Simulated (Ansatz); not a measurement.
C2HF4O (`F[C](F)OC(F)F`) radical. Charge 0, multiplicity 2. The geometry is a stationary point of PBE0-D4/def2-TZVP. It is one conformer, not always the lowest.

```xyz
8

F     0.097    2.011   -0.320
C    -0.269    1.223    0.678
F     0.740    1.087    1.530
O    -0.835    0.070    0.309
C    -0.045   -0.861   -0.366
F    -0.524   -2.061   -0.058
F    -0.175   -0.683   -1.685
H     1.010   -0.787   -0.088
```

(1) What is the dipole moment at PBE/def2-TZVPP? (Estimate.)

(2) And with r2SCAN, B3LYP, ωB97M-V? (An estimate is asked.)

(3) Give the Mulliken charges with PBE, ωB97M-V, B3LYP in def2-TZVPP. (Best estimate.)

Answers

(1) Computed: 1.15 D, with components (1.10, -0.09, 0.33) D in this frame, pointing from negative to positive charge.

(2) The calculation gave: r2SCAN 1.14 D, B3LYP 1.19 D, ωB97M-V 1.20 D.

(3) The calculation gave: 
```tsv
atom	PBE	ωB97M-V	B3LYP
F1	-0.11	-0.14	-0.15
C2	0.29	0.39	0.41
F3	-0.12	-0.16	-0.17
O4	-0.15	-0.21	-0.22
C5	0.27	0.33	0.37
F6	-0.13	-0.16	-0.17
F7	-0.13	-0.16	-0.17
H8	0.08	0.11	0.10
```

B3LYP here is the variant with VWN-RPA as its local correlation; programs differ in this.
